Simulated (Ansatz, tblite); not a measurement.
Cost and result up the ladder for CdF₂⁻ (the lowest doublet isomer of a short search) (3 atoms). The state is a doublet with charge -1. Geometry: PBE-D4/def2-TZVPD.

```tsv
atom	x (Å)	y (Å)	z (Å)
Cd1	-0.2501	0.0553	-0.6296
F2	1.6550	-0.8812	-0.3680
F3	-1.4050	0.8259	0.9976
```

Ansatz on 4 threads of Arm Neoverse V1 on a shared host; xTB runs through tblite on one thread. Times are rough, summed over both states, and most runs start from the orbitals of an earlier one. PBE0-D4/def2-TZVPD serves as the yardstick here, not as an exact answer. The other state is a singlet.

In the def2 sets Cd takes a core potential; there is no spin–orbit coupling. The xTB rows come from tblite. Correlated methods freeze 2 core orbitals; core or outer-core shells of Cd are correlated, in sets that lack core-valence functions. The structure comes from a short search, and lower isomers may exist.

Correlated methods converge slowly with the basis.

Raw xTB energies of ions are shifted by several eV, and xTB has no spin-polarisation term.

```
                          level  functions  wall time
                       GFN1-xTB         12    0.002 s
                       GFN2-xTB         12    0.002 s
PBE-D4/def2-TZVPD (with forces)        120      1.8 s
             PBE0-D4/def2-TZVPD        120      2.6 s
           r2SCAN-D4/def2-TZVPD        120      4.1 s
            CCSD(T)/def2-TZVPPD        136       45 s
```

Question: Estimate what each level gives for the vertical IE (eV).

Answer: 
```json
{"level": "GFN1-xTB", "vertical IE (eV)": "7.44", "difference from PBE0-D4/def2-TZVPD (eV)": "4.86", "remarks": "–"}
{"level": "GFN2-xTB", "vertical IE (eV)": "6.67", "difference from PBE0-D4/def2-TZVPD (eV)": "4.09", "remarks": "–"}
{"level": "PBE-D4/def2-TZVPD (with forces)", "vertical IE (eV)": "2.50", "difference from PBE0-D4/def2-TZVPD (eV)": "-0.08", "remarks": "HOMO above zero (-1 doublet)"}
{"level": "PBE0-D4/def2-TZVPD", "vertical IE (eV)": "2.58", "difference from PBE0-D4/def2-TZVPD (eV)": "0.00", "remarks": "–"}
{"level": "r2SCAN-D4/def2-TZVPD", "vertical IE (eV)": "2.61", "difference from PBE0-D4/def2-TZVPD (eV)": "0.03", "remarks": "HOMO above zero (-1 doublet)"}
{"level": "CCSD(T)/def2-TZVPPD", "vertical IE (eV)": "2.46", "difference from PBE0-D4/def2-TZVPD (eV)": "-0.12", "remarks": "large T1 (0.023) (singlet)"}
```
